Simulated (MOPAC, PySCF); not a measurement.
C2H2OSi, SMILES `c1[si](=O)c1`, neutral singlet in the gas phase. 

Cartesian coordinates (Å):
SMILES: O=[si]1cc1
```xyz
6

O      2.4817    -0.6548     0.3269
Si     1.0439    -0.2755     0.0445
C     -0.6672    -0.5341    -0.2755
C     -0.3233     0.7954    -0.2401
H     -1.6194    -1.0258    -0.4457
H     -0.9157     1.6947    -0.3733
```
Charge 0, multiplicity 1.

All levels are single points at this geometry (PBE0-D3(BJ)/def2-TZVP); Pople sets use spherical d functions. Orbital energies aren't observables, and empty levels follow the basis.

PBE0-D3(BJ)/def2-TZVP in PySCF gives gap (eV) = 6.49.

### Question
Estimate the gap (eV) from each of these levels: PBE-D3(BJ)/def2-TZVP in PySCF; ωB97X-D3(BJ)/def2-TZVP in PySCF; B3LYP/3-21G in PySCF; B3LYP/6-311+G** in PySCF; M06-2X/6-31G* in PySCF; HF/6-31G* in PySCF; HF/STO-3G in PySCF; PM3 in MOPAC.

### Answer

| level | gap (eV) |
|---|---|
| PBE-D3(BJ)/def2-TZVP in PySCF | 4.03 |
| ωB97X-D3(BJ)/def2-TZVP in PySCF | 11.19 |
| B3LYP/3-21G in PySCF | 6.21 |
| B3LYP/6-311+G** in PySCF | 6.02 |
| M06-2X/6-31G* in PySCF | 8.98 |
| HF/6-31G* in PySCF | 13.86 |
| HF/STO-3G in PySCF | 15.37 |
| PM3 in MOPAC | 8.71 |
